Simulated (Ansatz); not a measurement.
Two isomers of CH8B2Si: A = `BC(B)[SiH3]`, B = `BBC[SiH3]`.

Program: Ansatz. Geometries: PBE0-D4/def2-TZVP. ΔE: electronic, gas phase. CCSD(T)/CBS adds triple-zeta CCSD(T) − MP2 to the extrapolated MP2 energy (def2 sets, frozen cores). DFT in def2-TZVPP. B3LYP here is the variant with VWN-RPA as its local correlation; programs differ in this. Each species was taken in one conformer, which may not be the lowest.

A:

```xyz
12

B    -1.662   -0.112   -0.264
C    -0.302   -0.627    0.214
B     0.272    0.141    1.422
Si    1.027    0.164   -0.910
H    -2.532   -0.875   -0.571
H    -1.873    1.065   -0.314
H    -0.146   -1.706    0.217
H     0.892   -0.428    2.272
H     0.121    1.328    1.495
H     0.520    1.357   -1.622
H     1.485   -0.876   -1.862
H     2.199    0.570   -0.077
```

B:

Z-matrix (Å, degrees):
```
C
B 1 1.545
Si 1 1.892 2 106.7
H 1 1.094 2 115.5 3 -116.1
H 1 1.094 2 114.0 3 115.3
B 2 1.642 1 128.4 3 90.0
H 2 1.210 1 116.8 3 -85.9
H 3 1.486 1 111.0 2 55.1
H 3 1.486 1 110.5 2 -65.6
H 3 1.487 1 109.1 2 174.9
H 6 1.201 2 122.6 1 -86.9
H 6 1.201 2 121.7 1 96.7
```

(1) Which isomer does CCSD(T)/CBS put lower? Give the gap. (An estimate is asked.)

(2) Give E(B) − E(A) in kcal/mol with r2SCAN-D4, CCSD(T)/def2-TZVPP, BLYP-D4, CCSD(T)/def2-SVP, MP2/def2-TZVPP, HF/def2-TZVPP, B3LYP. (Best estimate.)

(3) Does the order hold for the free energy at 298.15 K (harmonic terms from PBE0-D4)? (Estimate.)

Largest T1 diagnostic: 0.012.

Answers

(1) The calculation gave: A, by 10.6 kcal/mol.

(2) Ansatz gave: r2SCAN-D4 9.4, CCSD(T)/def2-TZVPP 10.5, BLYP-D4 8.0, CCSD(T)/def2-SVP 10.2, MP2/def2-TZVPP 12.4, HF/def2-TZVPP 6.7, B3LYP 7.4. None reverses the order clearly.

(3) The calculation gave: Yes: G(B) − G(A) = +9.6 kcal/mol, for one conformer each. Modes under 60 cm⁻¹, often nearly free rotors, make the harmonic entropy too high.

The D4 term adds +0.9 kcal/mol with B3LYP and +0.4 kcal/mol with PBE0; it sums over pairs of atoms, weighted by their polarisabilities, and B3LYP, whose exchange is more repulsive, gets the larger term. In def2-TZVPP, CCSD(T) changes the Hartree–Fock value by +3.8 kcal/mol (the triples alone add +0.9 kcal/mol) and MP2 by +5.7 kcal/mol.
